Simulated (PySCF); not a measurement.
## Electron correlation in V(15+) (vanadium, charge +15)

Starting occupation: [He] 2s2 2p4, 2p1/2 with m_j = -1/2, +1/2, 2p3/2 with m_j = +1/2, +3/2. Calculation: PySCF 2.14, in an even-tempered Gaussian basis (18 s from 3 bohr⁻², ratio 2.4; 11 p from 3.9 bohr⁻², ratio 2.4; 5 d from 17 bohr⁻², ratio 2.6; 5 f from 26 bohr⁻², ratio 2.6); X2C-1e with screened-nucleus spin-orbit coupling, Gaussian nucleus. Frozen: nothing; 8 electrons correlated; the 30 highest virtual spinors left out.

MP2 pair energies summed by pair of shells (mhartree):

| pair | energy | share (%) |
| --- | --- | --- |
| 2p-2s | -86.03 | 33.4 |
| 2p-2p | -82.16 | 31.9 |
| 1s-1s | -39.32 | 15.2 |
| 1s-2p | -28.88 | 11.2 |
| 2s-2s | -12.15 | 4.7 |
| 1s-2s | -9.34 | 3.6 |

Total MP2 correlation energy: -257.87 mhartree.

The GHF reference relaxed away from the jj start to a determinant that is no pure jj level (⟨S²⟩ = 1.88, ⟨J²⟩ = 6.00); the energies belong to that determinant.
